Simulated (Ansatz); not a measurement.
A short molecular-dynamics run on `[F][SnH2][Br]`.

```yaml
crystal:
  periodic: [false, false, false]
  atoms:
    - {symbol: F, position_ang: [1.281293, -1.280267, 0.460908]}
    - {symbol: Sn, position_ang: [-0.075780, 0.037551, 0.166977]}
    - {symbol: Br, position_ang: [-0.078900, 0.428681, -2.259607]}
    - {symbol: H, position_ang: [-1.534862, -0.693947, 0.624912]}
    - {symbol: H, position_ang: [0.458149, 1.434382, 0.965409]}
basis:
  gaussian: {orbitals: def2-SVP}
hamiltonian: {xc: {name: PBE}}
md: {timestep: 1 fs, n_steps: 50, ensemble: nvt_langevin, temperature: 1500, initial_velocities: maxwell_boltzmann, friction: 0.01, seed: 810}
```

```sh
$ ansatz run in.yaml --threads 2 --pin off --events-out ev --progress --plain --max-ram 22528MiB --backend cpu
```

```json
{"step": "0", "time (fs)": "0.0", "potential energy (eV)": "-78604.5738", "kinetic (eV)": "0.7756", "T (K)": "1200", "conserved (eV)": "–"}
{"step": "1", "time (fs)": "1.0", "potential energy (eV)": "-78604.5805", "kinetic (eV)": "0.7462", "T (K)": "1155", "conserved (eV)": "–"}
{"step": "2", "time (fs)": "2.0", "potential energy (eV)": "-78604.5709", "kinetic (eV)": "0.6980", "T (K)": "1080", "conserved (eV)": "–"}
{"step": "3", "time (fs)": "3.0", "potential energy (eV)": "-78604.5434", "kinetic (eV)": "0.6851", "T (K)": "1060", "conserved (eV)": "–"}
{"step": "4", "time (fs)": "4.0", "potential energy (eV)": "-78604.4950", "kinetic (eV)": "0.6497", "T (K)": "1005", "conserved (eV)": "–"}
{"step": "5", "time (fs)": "5.0", "potential energy (eV)": "-78604.4283", "kinetic (eV)": "0.5670", "T (K)": "877", "conserved (eV)": "–"}
{"step": "6", "time (fs)": "6.0", "potential energy (eV)": "-78604.3504", "kinetic (eV)": "0.5910", "T (K)": "914", "conserved (eV)": "–"}
{"step": "7", "time (fs)": "7.0", "potential energy (eV)": "-78604.2785", "kinetic (eV)": "0.4501", "T (K)": "696", "conserved (eV)": "–"}
{"step": "8", "time (fs)": "8.0", "potential energy (eV)": "-78604.2268", "kinetic (eV)": "0.5130", "T (K)": "794", "conserved (eV)": "–"}
{"step": "9", "time (fs)": "9.0", "potential energy (eV)": "-78604.1983", "kinetic (eV)": "0.5082", "T (K)": "786", "conserved (eV)": "–"}
{"step": "10", "time (fs)": "10.0", "potential energy (eV)": "-78604.1846", "kinetic (eV)": "0.4340", "T (K)": "671", "conserved (eV)": "–"}
{"step": "11", "time (fs)": "11.0", "potential energy (eV)": "-78604.1723", "kinetic (eV)": "0.4893", "T (K)": "757", "conserved (eV)": "–"}
{"step": "12", "time (fs)": "12.0", "potential energy (eV)": "-78604.1549", "kinetic (eV)": "0.4579", "T (K)": "709", "conserved (eV)": "–"}
{"step": "13", "time (fs)": "13.0", "potential energy (eV)": "-78604.1290", "kinetic (eV)": "0.3626", "T (K)": "561", "conserved (eV)": "–"}
{"step": "14", "time (fs)": "14.0", "potential energy (eV)": "-78604.0973", "kinetic (eV)": "0.3895", "T (K)": "603", "conserved (eV)": "–"}
{"step": "15", "time (fs)": "15.0", "potential energy (eV)": "-78604.0631", "kinetic (eV)": "0.3859", "T (K)": "597", "conserved (eV)": "–"}
{"step": "16", "time (fs)": "16.0", "potential energy (eV)": "-78604.0180", "kinetic (eV)": "0.4203", "T (K)": "650", "conserved (eV)": "–"}
{"step": "17", "time (fs)": "17.0", "potential energy (eV)": "-78603.9823", "kinetic (eV)": "0.3955", "T (K)": "612", "conserved (eV)": "–"}
{"step": "18", "time (fs)": "18.0", "potential energy (eV)": "-78603.9853", "kinetic (eV)": "0.4391", "T (K)": "679", "conserved (eV)": "–"}
{"step": "19", "time (fs)": "19.0", "potential energy (eV)": "-78604.0217", "kinetic (eV)": "0.5416", "T (K)": "838", "conserved (eV)": "–"}
{"step": "20", "time (fs)": "20.0", "potential energy (eV)": "-78604.0609", "kinetic (eV)": "0.6888", "T (K)": "1066", "conserved (eV)": "–"}
{"step": "21", "time (fs)": "21.0", "potential energy (eV)": "-78604.0796", "kinetic (eV)": "0.6700", "T (K)": "1037", "conserved (eV)": "–"}
{"step": "22", "time (fs)": "22.0", "potential energy (eV)": "-78604.0791", "kinetic (eV)": "0.6512", "T (K)": "1008", "conserved (eV)": "–"}
{"step": "23", "time (fs)": "23.0", "potential energy (eV)": "-78604.0718", "kinetic (eV)": "0.6896", "T (K)": "1067", "conserved (eV)": "–"}
{"step": "24", "time (fs)": "24.0", "potential energy (eV)": "-78604.0641", "kinetic (eV)": "0.7469", "T (K)": "1156", "conserved (eV)": "–"}
{"step": "25", "time (fs)": "25.0", "potential energy (eV)": "-78604.0661", "kinetic (eV)": "0.7441", "T (K)": "1151", "conserved (eV)": "–"}
{"step": "26", "time (fs)": "26.0", "potential energy (eV)": "-78604.0807", "kinetic (eV)": "0.7493", "T (K)": "1159", "conserved (eV)": "–"}
{"step": "27", "time (fs)": "27.0", "potential energy (eV)": "-78604.1023", "kinetic (eV)": "0.6926", "T (K)": "1072", "conserved (eV)": "–"}
{"step": "28", "time (fs)": "28.0", "potential energy (eV)": "-78604.1216", "kinetic (eV)": "0.7251", "T (K)": "1122", "conserved (eV)": "–"}
{"step": "29", "time (fs)": "29.0", "potential energy (eV)": "-78604.1295", "kinetic (eV)": "0.7198", "T (K)": "1114", "conserved (eV)": "–"}
{"step": "30", "time (fs)": "30.0", "potential energy (eV)": "-78604.1297", "kinetic (eV)": "0.7278", "T (K)": "1126", "conserved (eV)": "–"}
{"step": "31", "time (fs)": "31.0", "potential energy (eV)": "-78604.1292", "kinetic (eV)": "0.6924", "T (K)": "1071", "conserved (eV)": "–"}
{"step": "32", "time (fs)": "32.0", "potential energy (eV)": "-78604.1280", "kinetic (eV)": "0.6884", "T (K)": "1065", "conserved (eV)": "–"}
{"step": "33", "time (fs)": "33.0", "potential energy (eV)": "-78604.1299", "kinetic (eV)": "0.6643", "T (K)": "1028", "conserved (eV)": "–"}
{"step": "34", "time (fs)": "34.0", "potential energy (eV)": "-78604.1311", "kinetic (eV)": "0.6802", "T (K)": "1053", "conserved (eV)": "–"}
{"step": "35", "time (fs)": "35.0", "potential energy (eV)": "-78604.1256", "kinetic (eV)": "0.6950", "T (K)": "1075", "conserved (eV)": "–"}
{"step": "36", "time (fs)": "36.0", "potential energy (eV)": "-78604.1211", "kinetic (eV)": "0.7755", "T (K)": "1200", "conserved (eV)": "–"}
{"step": "37", "time (fs)": "37.0", "potential energy (eV)": "-78604.1311", "kinetic (eV)": "0.7461", "T (K)": "1154", "conserved (eV)": "–"}
{"step": "38", "time (fs)": "38.0", "potential energy (eV)": "-78604.1500", "kinetic (eV)": "0.7927", "T (K)": "1226", "conserved (eV)": "–"}
{"step": "39", "time (fs)": "39.0", "potential energy (eV)": "-78604.1615", "kinetic (eV)": "0.8729", "T (K)": "1351", "conserved (eV)": "–"}
{"step": "40", "time (fs)": "40.0", "potential energy (eV)": "-78604.1635", "kinetic (eV)": "0.9666", "T (K)": "1496", "conserved (eV)": "–"}
{"step": "41", "time (fs)": "41.0", "potential energy (eV)": "-78604.1536", "kinetic (eV)": "0.9058", "T (K)": "1402", "conserved (eV)": "–"}
{"step": "42", "time (fs)": "42.0", "potential energy (eV)": "-78604.1379", "kinetic (eV)": "0.8424", "T (K)": "1303", "conserved (eV)": "–"}
{"step": "43", "time (fs)": "43.0", "potential energy (eV)": "-78604.1236", "kinetic (eV)": "0.7868", "T (K)": "1217", "conserved (eV)": "–"}
{"step": "44", "time (fs)": "44.0", "potential energy (eV)": "-78604.1116", "kinetic (eV)": "0.8616", "T (K)": "1333", "conserved (eV)": "–"}
{"step": "45", "time (fs)": "45.0", "potential energy (eV)": "-78604.1051", "kinetic (eV)": "0.8515", "T (K)": "1317", "conserved (eV)": "–"}
{"step": "46", "time (fs)": "46.0", "potential energy (eV)": "-78604.1037", "kinetic (eV)": "0.8299", "T (K)": "1284", "conserved (eV)": "–"}
{"step": "47", "time (fs)": "47.0", "potential energy (eV)": "-78604.1017", "kinetic (eV)": "0.7603", "T (K)": "1176", "conserved (eV)": "–"}
{"step": "48", "time (fs)": "48.0", "potential energy (eV)": "-78604.0994", "kinetic (eV)": "0.6940", "T (K)": "1074", "conserved (eV)": "–"}
{"step": "49", "time (fs)": "49.0", "potential energy (eV)": "-78604.1012", "kinetic (eV)": "0.6192", "T (K)": "958", "conserved (eV)": "–"}
{"step": "50", "time (fs)": "50.0", "potential energy (eV)": "-78604.1062", "kinetic (eV)": "0.5927", "T (K)": "917", "conserved (eV)": "–"}
```

Velocities are drawn at the set temperature; a run this short doesn't reach equilibrium.

Frames (Å, forces in eV/Å):

```xyz
5
time=0.0 fs
F     1.281   -1.280    0.461    0.782   -0.764    0.198
Sn   -0.076    0.038    0.167   -0.530    0.473    0.144
Br   -0.079    0.429   -2.260   -0.026    0.121   -0.600
H    -1.535   -0.694    0.625   -0.326   -0.142    0.093
H     0.458    1.434    0.965    0.100    0.313    0.165
5
time=1.0 fs
F     1.291   -1.277    0.467    0.560   -0.630    0.190
Sn   -0.078    0.039    0.165   -0.309    0.615    0.267
Br   -0.077    0.425   -2.258   -0.008    0.117   -0.687
H    -1.578   -0.634    0.583   -0.259   -0.183    0.143
H     0.476    1.462    0.942    0.016    0.081    0.087
5
time=2.0 fs
F     1.300   -1.273    0.473    0.361   -0.520    0.179
Sn   -0.080    0.041    0.164   -0.134    0.768    0.417
Br   -0.075    0.421   -2.256    0.010    0.116   -0.778
H    -1.622   -0.578    0.541   -0.140   -0.191    0.182
H     0.506    1.487    0.923   -0.097   -0.174   -0.001
5
time=3.0 fs
F     1.308   -1.270    0.477    0.174   -0.418    0.164
Sn   -0.082    0.043    0.162   -0.010    0.914    0.583
Br   -0.074    0.418   -2.254    0.026    0.115   -0.863
H    -1.666   -0.526    0.501    0.045   -0.168    0.209
H     0.543    1.513    0.907   -0.236   -0.442   -0.093
5
time=4.0 fs
F     1.316   -1.266    0.482    0.004   -0.322    0.151
Sn   -0.084    0.046    0.160    0.034    1.036    0.736
Br   -0.073    0.414   -2.253    0.043    0.113   -0.943
H    -1.712   -0.479    0.462    0.295   -0.126    0.230
H     0.578    1.543    0.892   -0.376   -0.701   -0.174
5
time=5.0 fs
F     1.324   -1.263    0.485   -0.151   -0.223    0.138
Sn   -0.085    0.050    0.158   -0.012    1.095    0.853
Br   -0.072    0.412   -2.252    0.061    0.111   -1.023
H    -1.759   -0.440    0.422    0.590   -0.076    0.251
H     0.605    1.573    0.874   -0.487   -0.906   -0.219
5
time=6.0 fs
F     1.333   -1.259    0.488   -0.308   -0.119    0.122
Sn   -0.087    0.053    0.156   -0.050    1.103    0.930
Br   -0.071    0.410   -2.250    0.080    0.110   -1.108
H    -1.804   -0.402    0.380    0.845   -0.049    0.287
H     0.625    1.597    0.854   -0.567   -1.044   -0.231
5
time=7.0 fs
F     1.341   -1.255    0.490   -0.441   -0.036    0.108
Sn   -0.089    0.056    0.154   -0.049    1.081    0.953
Br   -0.071    0.408   -2.249    0.102    0.112   -1.195
H    -1.838   -0.366    0.333    1.005   -0.051    0.348
H     0.643    1.610    0.835   -0.617   -1.106   -0.214
5
time=8.0 fs
F     1.349   -1.249    0.491   -0.544    0.025    0.100
Sn   -0.091    0.059    0.152   -0.022    1.030    0.933
Br   -0.071    0.405   -2.248    0.121    0.113   -1.287
H    -1.859   -0.332    0.290    1.074   -0.075    0.417
H     0.654    1.615    0.809   -0.628   -1.094   -0.163
5
time=9.0 fs
F     1.358   -1.242    0.493   -0.654    0.089    0.087
Sn   -0.093    0.063    0.150    0.031    0.899    0.902
Br   -0.071    0.401   -2.247    0.136    0.114   -1.388
H    -1.871   -0.299    0.256    1.081   -0.113    0.477
H     0.657    1.608    0.780   -0.594   -0.988   -0.078
5
time=10.0 fs
F     1.367   -1.235    0.494   -0.758    0.141    0.072
Sn   -0.095    0.066    0.148    0.082    0.695    0.867
Br   -0.071    0.398   -2.245    0.146    0.114   -1.494
H    -1.876   -0.266    0.231    1.050   -0.160    0.523
H     0.661    1.588    0.752   -0.520   -0.791    0.031
5
time=11.0 fs
F     1.374   -1.229    0.493   -0.840    0.172    0.063
Sn   -0.096    0.070    0.145    0.134    0.469    0.814
Br   -0.072    0.394   -2.244    0.152    0.112   -1.598
H    -1.875   -0.229    0.212    0.972   -0.215    0.564
H     0.668    1.563    0.722   -0.418   -0.538    0.158
5
time=12.0 fs
F     1.380   -1.223    0.492   -0.903    0.181    0.058
Sn   -0.097    0.073    0.143    0.178    0.213    0.728
Br   -0.071    0.390   -2.244    0.152    0.105   -1.689
H    -1.869   -0.191    0.199    0.855   -0.273    0.599
H     0.678    1.534    0.689   -0.283   -0.225    0.303
5
time=13.0 fs
F     1.384   -1.217    0.491   -0.944    0.170    0.056
Sn   -0.098    0.077    0.140    0.169   -0.088    0.625
Br   -0.071    0.386   -2.244    0.150    0.098   -1.763
H    -1.861   -0.159    0.189    0.737   -0.322    0.626
H     0.689    1.501    0.659   -0.112    0.143    0.456
5
time=14.0 fs
F     1.387   -1.210    0.488   -0.966    0.142    0.058
Sn   -0.100    0.081    0.138    0.145   -0.373    0.538
Br   -0.071    0.382   -2.244    0.146    0.096   -1.831
H    -1.853   -0.134    0.182    0.614   -0.361    0.646
H     0.700    1.470    0.640    0.061    0.496    0.590
5
time=15.0 fs
F     1.390   -1.203    0.483   -0.979    0.108    0.064
Sn   -0.102    0.085    0.136    0.133   -0.639    0.467
Br   -0.070    0.378   -2.245    0.132    0.092   -1.893
H    -1.843   -0.112    0.188    0.475   -0.394    0.649
H     0.714    1.442    0.620    0.239    0.834    0.712
5
time=16.0 fs
F     1.392   -1.196    0.476   -0.984    0.064    0.073
Sn   -0.103    0.089    0.134    0.046   -0.941    0.399
Br   -0.071    0.374   -2.244    0.108    0.085   -1.957
H    -1.835   -0.091    0.203    0.377   -0.417    0.640
H     0.730    1.412    0.596    0.453    1.208    0.844
5
time=17.0 fs
F     1.394   -1.188    0.470   -0.969   -0.001    0.086
Sn   -0.104    0.093    0.133   -0.032   -1.105    0.387
Br   -0.071    0.371   -2.243    0.078    0.078   -2.014
H    -1.831   -0.075    0.228    0.326   -0.425    0.619
H     0.753    1.389    0.576    0.596    1.454    0.922
5
time=18.0 fs
F     1.397   -1.178    0.465   -0.959   -0.053    0.096
Sn   -0.105    0.097    0.132    0.107   -0.993    0.481
Br   -0.071    0.368   -2.242    0.046    0.071   -2.056
H    -1.824   -0.063    0.260    0.257   -0.429    0.591
H     0.778    1.383    0.567    0.549    1.404    0.888
5
time=19.0 fs
F     1.402   -1.169    0.459   -0.973   -0.071    0.100
Sn   -0.106    0.101    0.131    0.491   -0.635    0.684
Br   -0.072    0.364   -2.240    0.014    0.069   -2.094
H    -1.814   -0.054    0.300    0.165   -0.432    0.559
H     0.807    1.396    0.570    0.304    1.069    0.752
5
time=20.0 fs
F     1.409   -1.159    0.452   -1.005   -0.064    0.101
Sn   -0.107    0.105    0.131    1.025   -0.159    0.935
Br   -0.072    0.360   -2.237   -0.021    0.067   -2.127
H    -1.801   -0.049    0.346    0.050   -0.432    0.529
H     0.839    1.423    0.577   -0.050    0.588    0.562
5
time=21.0 fs
F     1.414   -1.151    0.445   -1.040   -0.046    0.102
Sn   -0.109    0.110    0.131    1.615    0.293    1.172
Br   -0.071    0.355   -2.235   -0.056    0.066   -2.158
H    -1.781   -0.046    0.396   -0.126   -0.439    0.509
H     0.871    1.456    0.588   -0.393    0.126    0.376
5
time=22.0 fs
F     1.418   -1.144    0.438   -1.057   -0.035    0.103
Sn   -0.110    0.115    0.130    2.114    0.648    1.377
Br   -0.071    0.351   -2.232   -0.092    0.067   -2.195
H    -1.759   -0.047    0.453   -0.302   -0.446    0.492
H     0.898    1.488    0.599   -0.662   -0.234    0.223
5
time=23.0 fs
F     1.421   -1.138    0.431   -1.080   -0.009    0.101
Sn   -0.111    0.120    0.128    2.442    0.864    1.577
Br   -0.070    0.348   -2.230   -0.132    0.069   -2.239
H    -1.738   -0.053    0.519   -0.384   -0.442    0.456
H     0.918    1.516    0.609   -0.846   -0.481    0.105
5
time=24.0 fs
F     1.425   -1.134    0.423   -1.128    0.045    0.090
Sn   -0.113    0.125    0.127    2.668    0.960    1.785
Br   -0.070    0.344   -2.227   -0.173    0.072   -2.283
H    -1.717   -0.064    0.593   -0.402   -0.432    0.400
H     0.929    1.538    0.624   -0.965   -0.645    0.007
5
time=25.0 fs
F     1.431   -1.130    0.413   -1.181    0.109    0.078
Sn   -0.114    0.129    0.126    2.742    0.948    1.994
Br   -0.070    0.341   -2.225   -0.213    0.078   -2.315
H    -1.697   -0.084    0.671   -0.325   -0.407    0.309
H     0.931    1.553    0.640   -1.023   -0.727   -0.066
5
time=26.0 fs
F     1.437   -1.126    0.404   -1.219    0.165    0.069
Sn   -0.116    0.134    0.125    2.631    0.847    2.210
Br   -0.069    0.337   -2.223   -0.251    0.082   -2.336
H    -1.680   -0.111    0.752   -0.137   -0.359    0.166
H     0.923    1.561    0.652   -1.023   -0.734   -0.109
5
time=27.0 fs
F     1.442   -1.122    0.394   -1.242    0.210    0.062
Sn   -0.117    0.138    0.125    2.395    0.658    2.434
Br   -0.069    0.334   -2.222   -0.286    0.087   -2.350
H    -1.666   -0.140    0.830    0.104   -0.290   -0.020
H     0.907    1.559    0.665   -0.971   -0.665   -0.127
5
time=28.0 fs
F     1.447   -1.119    0.384   -1.264    0.260    0.053
Sn   -0.117    0.143    0.124    2.100    0.390    2.653
Br   -0.068    0.330   -2.222   -0.314    0.095   -2.343
H    -1.653   -0.177    0.905    0.360   -0.201   -0.234
H     0.884    1.551    0.681   -0.883   -0.543   -0.129
5
time=29.0 fs
F     1.452   -1.115    0.374   -1.287    0.318    0.047
Sn   -0.118    0.147    0.124    1.860    0.105    2.817
Br   -0.067    0.327   -2.223   -0.339    0.100   -2.317
H    -1.636   -0.215    0.975    0.546   -0.112   -0.431
H     0.858    1.546    0.693   -0.781   -0.411   -0.117
5
time=30.0 fs
F     1.456   -1.112    0.363   -1.300    0.372    0.047
Sn   -0.119    0.151    0.124    1.676   -0.174    2.924
Br   -0.065    0.323   -2.224   -0.364    0.100   -2.287
H    -1.610   -0.251    1.041    0.651   -0.035   -0.599
H     0.828    1.544    0.698   -0.663   -0.263   -0.085
5
time=31.0 fs
F     1.458   -1.108    0.352   -1.301    0.424    0.049
Sn   -0.121    0.156    0.124    1.500   -0.495    2.973
Br   -0.062    0.321   -2.226   -0.386    0.101   -2.263
H    -1.577   -0.286    1.102    0.687    0.028   -0.734
H     0.790    1.540    0.700   -0.501   -0.057   -0.025
5
time=32.0 fs
F     1.460   -1.105    0.342   -1.288    0.472    0.056
Sn   -0.122    0.161    0.124    1.321   -0.854    2.945
Br   -0.061    0.318   -2.227   -0.404    0.100   -2.231
H    -1.540   -0.318    1.153    0.672    0.072   -0.833
H     0.746    1.537    0.701   -0.300    0.209    0.063
5
time=33.0 fs
F     1.460   -1.101    0.331   -1.261    0.516    0.066
Sn   -0.123    0.165    0.125    1.186   -1.174    2.844
Br   -0.059    0.315   -2.229   -0.418    0.098   -2.179
H    -1.498   -0.343    1.194    0.595    0.086   -0.880
H     0.696    1.540    0.703   -0.101    0.474    0.149
5
time=34.0 fs
F     1.459   -1.099    0.321   -1.237    0.571    0.078
Sn   -0.123    0.170    0.126    1.108   -1.495    2.668
Br   -0.059    0.312   -2.230   -0.428    0.096   -2.126
H    -1.450   -0.363    1.223    0.450    0.060   -0.866
H     0.639    1.545    0.708    0.107    0.767    0.245
5
time=35.0 fs
F     1.458   -1.098    0.312   -1.213    0.637    0.091
Sn   -0.124    0.175    0.127    1.110   -1.797    2.429
Br   -0.059    0.309   -2.232   -0.436    0.094   -2.082
H    -1.396   -0.379    1.244    0.238   -0.003   -0.783
H     0.580    1.553    0.710    0.301    1.069    0.345
5
time=36.0 fs
F     1.455   -1.097    0.302   -1.172    0.698    0.106
Sn   -0.124    0.181    0.128    1.220   -1.938    2.187
Br   -0.059    0.305   -2.232   -0.444    0.090   -2.043
H    -1.337   -0.395    1.259   -0.015   -0.093   -0.642
H     0.523    1.573    0.709    0.411    1.242    0.392
5
time=37.0 fs
F     1.450   -1.096    0.291   -1.108    0.743    0.125
Sn   -0.125    0.186    0.130    1.408   -1.809    2.041
Br   -0.059    0.301   -2.233   -0.453    0.085   -1.999
H    -1.282   -0.416    1.274   -0.230   -0.164   -0.504
H     0.475    1.609    0.706    0.384    1.145    0.337
5
time=38.0 fs
F     1.445   -1.094    0.281   -1.033    0.777    0.145
Sn   -0.126    0.190    0.132    1.619   -1.469    1.970
Br   -0.059    0.298   -2.235   -0.461    0.079   -1.946
H    -1.232   -0.441    1.286   -0.397   -0.217   -0.379
H     0.430    1.657    0.702    0.272    0.830    0.209
5
time=39.0 fs
F     1.439   -1.092    0.271   -0.950    0.803    0.165
Sn   -0.127    0.195    0.134    1.802   -1.071    1.910
Br   -0.059    0.293   -2.236   -0.467    0.076   -1.896
H    -1.186   -0.469    1.293   -0.540   -0.259   -0.254
H     0.388    1.710    0.698    0.154    0.452    0.075
5
time=40.0 fs
F     1.432   -1.090    0.260   -0.854    0.820    0.184
Sn   -0.128    0.201    0.135    1.911   -0.687    1.873
Br   -0.060    0.287   -2.237   -0.470    0.076   -1.858
H    -1.148   -0.506    1.292   -0.638   -0.272   -0.155
H     0.347    1.764    0.693    0.051    0.062   -0.044
5
time=41.0 fs
F     1.423   -1.089    0.251   -0.749    0.832    0.203
Sn   -0.130    0.206    0.137    1.944   -0.335    1.848
Br   -0.062    0.280   -2.238   -0.469    0.080   -1.822
H    -1.117   -0.547    1.285   -0.699   -0.261   -0.085
H     0.304    1.819    0.689   -0.027   -0.315   -0.144
5
time=42.0 fs
F     1.414   -1.086    0.242   -0.632    0.826    0.222
Sn   -0.131    0.210    0.139    1.878   -0.089    1.827
Br   -0.063    0.274   -2.240   -0.467    0.086   -1.770
H    -1.092   -0.593    1.276   -0.709   -0.211   -0.067
H     0.261    1.866    0.686   -0.069   -0.612   -0.211
5
time=43.0 fs
F     1.405   -1.085    0.231   -0.515    0.815    0.240
Sn   -0.132    0.215    0.141    1.695   -0.033    1.846
Br   -0.064    0.269   -2.243   -0.467    0.093   -1.711
H    -1.074   -0.640    1.272   -0.642   -0.096   -0.140
H     0.219    1.900    0.681   -0.071   -0.779   -0.234
5
time=44.0 fs
F     1.396   -1.084    0.221   -0.408    0.808    0.258
Sn   -0.133    0.220    0.142    1.461   -0.126    1.866
Br   -0.065    0.263   -2.247   -0.467    0.099   -1.648
H    -1.060   -0.687    1.270   -0.539    0.063   -0.256
H     0.177    1.923    0.670   -0.047   -0.844   -0.220
5
time=45.0 fs
F     1.386   -1.084    0.212   -0.311    0.801    0.278
Sn   -0.135    0.226    0.144    1.230   -0.283    1.819
Br   -0.066    0.257   -2.251   -0.466    0.105   -1.559
H    -1.053   -0.732    1.263   -0.440    0.224   -0.358
H     0.137    1.938    0.653   -0.014   -0.847   -0.180
5
time=46.0 fs
F     1.377   -1.083    0.203   -0.222    0.793    0.303
Sn   -0.136    0.231    0.147    1.012   -0.471    1.705
Br   -0.067    0.250   -2.256   -0.464    0.110   -1.453
H    -1.053   -0.770    1.251   -0.357    0.359   -0.429
H     0.098    1.946    0.635    0.031   -0.791   -0.125
5
time=47.0 fs
F     1.368   -1.083    0.195   -0.139    0.782    0.328
Sn   -0.136    0.236    0.150    0.803   -0.688    1.559
Br   -0.068    0.244   -2.261   -0.461    0.117   -1.339
H    -1.056   -0.804    1.237   -0.280    0.484   -0.486
H     0.060    1.949    0.617    0.077   -0.695   -0.062
5
time=48.0 fs
F     1.361   -1.083    0.188   -0.071    0.775    0.350
Sn   -0.137    0.241    0.154    0.633   -0.928    1.390
Br   -0.070    0.238   -2.267   -0.460    0.124   -1.214
H    -1.057   -0.830    1.227   -0.225    0.580   -0.524
H     0.027    1.946    0.603    0.123   -0.552   -0.001
5
time=49.0 fs
F     1.354   -1.082    0.183   -0.017    0.767    0.372
Sn   -0.137    0.245    0.157    0.513   -1.115    1.195
Br   -0.071    0.231   -2.272   -0.459    0.133   -1.093
H    -1.062   -0.840    1.216   -0.203    0.615   -0.523
H    -0.001    1.941    0.594    0.166   -0.399    0.050
5
time=50.0 fs
F     1.348   -1.082    0.177    0.024    0.759    0.398
Sn   -0.138    0.250    0.160    0.426   -1.264    0.981
Br   -0.072    0.224   -2.277   -0.456    0.142   -0.986
H    -1.071   -0.845    1.199   -0.195    0.618   -0.492
H    -0.025    1.936    0.584    0.201   -0.255    0.098
```

Run time 41 s (2 threads of an AMD EPYC 7R13 on a shared host); peak host memory 0.36 GiB.
